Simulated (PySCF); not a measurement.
Vertical excitations of a molecule C₃H₄F₂O₂ from TDDFT-PBE/def2-SVPD in PySCF, as energy in eV (oscillator strength): 6.89 (0.021), 7.32 (0.001), 7.65 (0.004), 7.68 (0.003), 7.89 (0.040), 8.09 (0.017), 8.45 (0.008), 8.47 (0.004), 8.54 (0.025), 8.64 (0.003). Lowest triplet (TDA): 6.72 eV. The structure is a stationary point at PBE0-D3(BJ)/def2-SVP. Other conformers were not sampled.

Which structure fits?
A. O[C@@H]1[C@H](O)C1(F)F
B. O[C@H]1COC1(F)F
C. CC1OC(F)(F)O1
D. FC1(F)COCO1

D, FC1(F)COCO1
